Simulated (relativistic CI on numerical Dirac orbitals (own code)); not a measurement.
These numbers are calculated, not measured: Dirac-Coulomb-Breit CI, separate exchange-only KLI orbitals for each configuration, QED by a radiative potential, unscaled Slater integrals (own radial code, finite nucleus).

The strongest absorption lines from the ground level of an ion, among the configurations computed and to levels below about 481 eV (vacuum wavelength in Å, gf): 26.061 (0.045), 26.084 (0.024), 29.825 (0.094), 29.878 (0.05), 41.060 (0.3), 41.262 (0.16), 291.45 (0.51), 319.81 (0.23).

Which ion is it?
A. Ni¹⁹⁺
B. Cr¹³⁺
C. Ni¹⁵⁺
D. Ni¹⁷⁺

D. Ni¹⁷⁺ has 11 electrons and the ground level 3s 2S_1/2; the strongest line goes to 3p 2P°_3/2. The pattern of lines fixes the number of electrons, and along that sequence the line energies rise steadily with the charge (about as its square where n changes within one kind of shell, about linearly where n is kept but much faster in heavy ions where fine structure, which grows about as Z⁴, sets the gap, and irregularly where shells cross), which fixes Z. Configurations outside the model, such as inner-shell arrays, can give stronger lines. At this charge energies of transitions that change n are usually good to better than 1 %, and those within a shell (Δn = 0) to a few per cent.
